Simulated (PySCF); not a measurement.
# Partial charges of (FSi)4CH26 adamantane

(FSi)4CH26 adamantane, C6H12F4Si4.
Geometry (PBE0-D3(BJ)/def2-SVP, Å), atoms numbered from 1 in this order:
```
atom  x, y, z in Å
Si1   -1.082   -1.538    0.014
F2    -2.014   -2.878    0.024
C3     0.038   -1.533    1.512
Si4    1.113   -0.002    1.506
F5     2.078   -0.005    2.823
C6     2.153    0.013   -0.048
Si7    1.045    0.015   -1.557
F8     1.956    0.024   -2.911
C9    -0.032   -1.513   -1.533
C10   -0.047    1.532   -1.516
Si11  -1.098    1.526    0.031
F12   -2.043    2.857    0.055
C13   -2.162   -0.012    0.050
C14    0.019    1.515    1.530
H15    0.673   -2.435    1.506
H16   -0.568   -1.560    2.434
H17    2.798    0.908   -0.059
H18    2.811   -0.872   -0.069
H19   -0.680   -1.525   -2.426
H20    0.598   -2.418   -1.570
H21    0.575    2.443   -1.539
H22   -0.695    1.550   -2.409
H23   -2.793   -0.019    0.956
H24   -2.839   -0.011   -0.822
H25    0.643    2.425    1.539
H26   -0.590    1.521    2.451
```

Density: PBE0/pcSseg-1 (PySCF); schemes: Mulliken, IAO, Hirshfeld and ESP-fitted. Isolated species at its PBE0-D3(BJ)/def2-SVP geometry (one conformer only).

Question: Atoms with like bonding are taken together and averaged. At which atom do the 4 schemes differ most?

Answer: At Si1/Si4/Si7/Si11: from +0.447 (Hirshfeld) to +1.356 e (IAO), 0.909 e apart.

Question: For which atoms does the sign change between the 4 schemes (beyond +0.03 e in one, beyond −0.03 e in another)?

Answer: For none.

Question: Do the Mulliken, IAO, Hirshfeld and ESP-fitted schemes agree on where the charge is lowest?

Answer: All schemes agree: Mulliken C3 (×6) (-0.859); IAO C3 (×6) (-0.893); Hirshfeld C3 (×6) (-0.260); ESP-fitted C3 (×6) (-1.015).

Question: Tabulate the Mulliken, IAO, Hirshfeld and ESP-fitted charges.

Answer: In e; atoms taken as equivalent share a row and are averaged (×n: the atom named and its like, n in all):

| atom | environment | Mulliken | IAO | Hirshfeld | ESP-fitted |
| --- | --- | --- | --- | --- | --- |
| Si1/Si4/Si7/Si11 | silicon bonded to 3 C and F | +1.149 | +1.356 | +0.447 | +1.217 |
| F2/F5/F8/F12 | fluorine bonded to Si | -0.413 | -0.527 | -0.213 | -0.396 |
| C3 (×6) | carbon bonded to 2 Si and 2 H | -0.859 | -0.893 | -0.260 | -1.015 |
| H15 (×12) | hydrogen on C3 | +0.184 | +0.170 | +0.052 | +0.234 |

Mean size of the charges over all atoms: ESP-fitted 0.591 e, IAO 0.574 e, Mulliken 0.524 e, Hirshfeld 0.185 e. Each set sums to the total charge, 0, to within 0.002 e. The Hirshfeld scheme divides the density at each point in proportion to the densities of the neutral, spherically averaged free atoms.

Some averages cover members that differ in this geometry: C3 (×6), ESP-fitted -1.029 to -1.004 e.

Question: Sum the charges by element.

Answer: 
```csv
element,atoms,Mulliken,IAO,Hirshfeld,ESP-fitted
Si,4,+4.597,+5.423,+1.788,+4.867
F,4,-1.654,-2.108,-0.850,-1.586
C,6,-5.154,-5.360,-1.562,-6.092
H,12,+2.211,+2.045,+0.623,+2.811
```

Question: How many electrons does the IAO scheme count on C3?

Answer: Its own charge is -0.893 e, so Z − q = 6.893.
